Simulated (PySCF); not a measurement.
Si(OMe)2 (C₂H₆O₂Si), SMILES CO[Si]OC (connectivity only; charge and spin as stated), neutral, multiplicity 1. Atoms are numbered in the order given.

```xyz
11

Si    -1.0186    -0.0418     0.0000
O      0.4094    -0.9360     0.0000
C      0.5116    -2.3411     0.0000
H      1.0652    -2.6793    -0.8922
H      1.0652    -2.6793     0.8922
H     -0.4769    -2.8391     0.0000
O     -0.3964     1.4979     0.0000
C      0.9310     1.9885     0.0000
H      1.0894     2.6169    -0.8922
H      1.0894     2.6169     0.8922
H      1.6675     1.1697     0.0000
```
Charge 0, spin multiplicity 1.

Coordinates come from a B3LYP-D3(BJ)/def2-SVP optimisation. Other conformers were not sampled.

Calculation: ωB97X/def2-TZVP (PySCF).

ESP charges are fitted to the potential on shells at 1.4 to 2.0 van der Waals radii. Atomic charges (e):

```json
[
 {"atom": "Si1", "ESP fit": "0.03", "Löwdin": "0.09"},
 {"atom": "O2", "ESP fit": "0.07", "Löwdin": "0.02"},
 {"atom": "C3", "ESP fit": "-0.46", "Löwdin": "-0.39"},
 {"atom": "H4", "ESP fit": "0.15", "Löwdin": "0.11"},
 {"atom": "H5", "ESP fit": "0.15", "Löwdin": "0.11"},
 {"atom": "H6", "ESP fit": "0.16", "Löwdin": "0.10"},
 {"atom": "O7", "ESP fit": "-0.24", "Löwdin": "0.02"},
 {"atom": "C8", "ESP fit": "0.03", "Löwdin": "-0.37"},
 {"atom": "H9", "ESP fit": "0.07", "Löwdin": "0.11"},
 {"atom": "H10", "ESP fit": "0.07", "Löwdin": "0.11"},
 {"atom": "H11", "ESP fit": "-0.01", "Löwdin": "0.10"}
]
```

Computed Mayer and Wiberg (Löwdin basis) orders of the bonds:
```json
[
 {"bond": "Si1–O2", "Mayer": "1.06", "Wiberg": "1.63"},
 {"bond": "O2–C3", "Mayer": "0.95", "Wiberg": "1.54"},
 {"bond": "C3–H4", "Mayer": "0.97", "Wiberg": "0.94"},
 {"bond": "C3–H5", "Mayer": "0.97", "Wiberg": "0.94"},
 {"bond": "C3–H6", "Mayer": "0.97", "Wiberg": "0.93"},
 {"bond": "Si1–O7", "Mayer": "1.15", "Wiberg": "1.75"},
 {"bond": "O7–C8", "Mayer": "0.91", "Wiberg": "1.49"},
 {"bond": "C8–H9", "Mayer": "0.97", "Wiberg": "0.94"},
 {"bond": "C8–H10", "Mayer": "0.97", "Wiberg": "0.94"},
 {"bond": "C8–H11", "Mayer": "0.97", "Wiberg": "0.94"}
]
```
